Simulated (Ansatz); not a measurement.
Ansatz (a quantum-chemistry and plane-wave program) input:

Ansatz 0.2 input:
```yaml
crystal:
  periodic: [false, false, false]
  atoms:
    - {symbol: Lu, position_ang: [0.00101534, -0.00048698, 0.00041153]}
    - {symbol: F, position_ang: [-1.75146815, -1.05049730, 0.08362501]}
    - {symbol: F, position_ang: [0.01051017, 1.88550886, -0.78925551]}
    - {symbol: F, position_ang: [1.73294808, -0.83116979, 0.70238400]}
basis:
  gaussian:
    orbitals: def2-TZVP
hamiltonian:
  xc: b3lyp
  dispersion: d3bj
magnetization: {spin_polarized: true, initial_magnetization: 2}
phonons: {temperatures: {t_min: 298.15, t_max: 298.15, t_step: 100}}
```

Q: Predict the final energy.

A: -1536.00430 Eh (B3LYP-D3(BJ)/def2-TZVP). The basis has 189 functions.

The spin state was set by rule; other spins were not relaxed.
